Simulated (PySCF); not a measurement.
## Excitation energy of He by level of theory

He 1s2 (1S) → He 1s1 2s1 (3S), as a difference of total energies. All numbers are calculated (PySCF 2.14, the non-relativistic Hamiltonian (point nucleus), in aug-cc-pVTZ with one added diffuse shell each of s, p, d type (5s4p3d, 32 functions)). Correlated levels: valence: nothing frozen. The calculations carry no spin-orbit coupling.

Q: Order these methods by the excitation energy they give, lowest first.
A. MP2 (valence)
B. SCS-MP2 (valence)
C. UHF
D. CCSD (valence)

A: C (151110 cm⁻¹), A (158340 cm⁻¹), D (159550 cm⁻¹), B (159920 cm⁻¹).

Errors of the correlated levels include the incompleteness of this basis.

With two correlated electrons CCSD is exact in that space.

For comparison: 159860 cm⁻¹ (measured; NIST levels).
